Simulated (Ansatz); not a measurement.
Reactions of C2H7NO2Si, SMILES `OCN1CO[SiH2]1`.

Calculated with Ansatz (gas phase, PBE0-D4/def2-TZVP geometries, no zero-point term in ΔE). CCSD(T)/CBS is the MP2 limit (def2-TZVPP, def2-QZVPP) plus CCSD(T) − MP2 in def2-TZVPP, frozen cores. This one scheme is used for every species, atoms too. DFT in def2-TZVPP. Open shells (•) are unrestricted, without spin–orbit coupling. Spin–orbit coupling would lower the free atoms: a little for C, O, Si. One conformer a species, not always the lowest.

```tsv
reaction	CCSD(T)/CBS(def2) (kJ/mol)
`OCN1CO[SiH2]1` → 2 C• + 7 H• + N• + 2 O• + Si•	?
`OCN1CO[SiH2]1` → `N[SiH](C=O)CO`	38
`OCN1CO[SiH2]1` → `C=C[Si](N)(O)O`	-338
`OCN1CO[SiH2]1` + `N=CF` → `OC/N=C\F` + `C1N[SiH2]O1`	6
`OCN1CO[SiH2]1` + CH₃SH → `CSCO` + `C1N[SiH2]O1`	-8
`OCN1CO[SiH2]1` → `CC(=N)O[SiH2]O`	?
```

Fill in the missing values. (Best estimate.)

Computed: `OCN1CO[SiH2]1` → 2 C• + 7 H• + N• + 2 O• + Si•: +4942.2 kJ/mol; `OCN1CO[SiH2]1` → `CC(=N)O[SiH2]O`: -223.1 kJ/mol.

Largest T1 diagnostic: 0.013, for `N=CF`.
